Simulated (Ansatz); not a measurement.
A structure relaxed at PBE-D4/def2-TZVP in Ansatz, charge 1, doublet:

Cartesian coordinates in Å:
```
Li -1.535 2.146 2.000
Li 0.497 -0.698 -0.652
Cl 1.561 -2.200 -2.031
Cl -0.524 0.752 0.682
```

Q: Give its formula and point group.

A: the cluster Li₂Cl₂⁺. Point group C∞v (tolerance 0.1 Å).

Q: Summarise the bond lengths by kind (pairs closer than 1.2 times the sum of covalent radii, bridged metal pairs left out).

A: 3 × Cl–Li 2.17 to 2.30 Å.

The gap within one spin of the charge 1 doublet nearly closes, so an electron or hole may be smeared out by delocalisation error. Another isomer (doublet) lies 0.60 eV lower at PBE0-D4/def2-TZVP; other spin states weren't run for this one.
